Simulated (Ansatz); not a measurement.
`NB(S)S` + H₂S → `SB(S)S` + NH₃  (ligand exchange at a B–N bond)

Gas-phase electronic energies from Ansatz, PBE0-D4/def2-TZVP geometries. CBS: MP2 limit from def2 TZ/QZ plus the TZ coupled-cluster correction, frozen cores. This one scheme is used for every species. DFT in def2-TZVPP. Each species was taken in one conformer, which may not be the lowest.

**Question.** Is it downhill or uphill in electronic energy at CCSD(T)/CBS, and by how much? (An estimate is asked.)

**Answer.** Computed: Uphill: ΔE = +0.35 eV.

**Question.** What do these levels give: revPBE-D4, B97M-V, r2SCAN0-D4, ωB97M-V, PBE-QIDH, PBE, r2SCANh, HF/def2-TZVPP, CCSD/def2-TZVPP, CCSD(T)/def2-TZVPP, MP2/def2-QZVPP, HF/CBS(def2)? (An estimate is asked.)

**Answer.** Ansatz gave: revPBE-D4 0.27, B97M-V 0.32, r2SCAN0-D4 0.37, ωB97M-V 0.41, PBE-QIDH 0.35, PBE 0.31, r2SCANh 0.36, HF/def2-TZVPP 0.54, CCSD/def2-TZVPP 0.41, CCSD(T)/def2-TZVPP 0.37, MP2/def2-QZVPP 0.31, HF/CBS(def2) 0.55 eV.

Largest T1 diagnostic among the species: 0.013.

The D4 term adds −0.04 eV with B3LYP and −0.02 eV with PBE0; it sums over pairs of atoms, weighted by their polarisabilities, and B3LYP, whose exchange is more repulsive, gets the larger term. From r2SCAN to r2SCAN0 (25 % exact exchange), in def2-TZVPP and without D4, ΔE moves by +0.03 eV.

B3LYP here is the variant with VWN-RPA as its local correlation; programs differ in this.
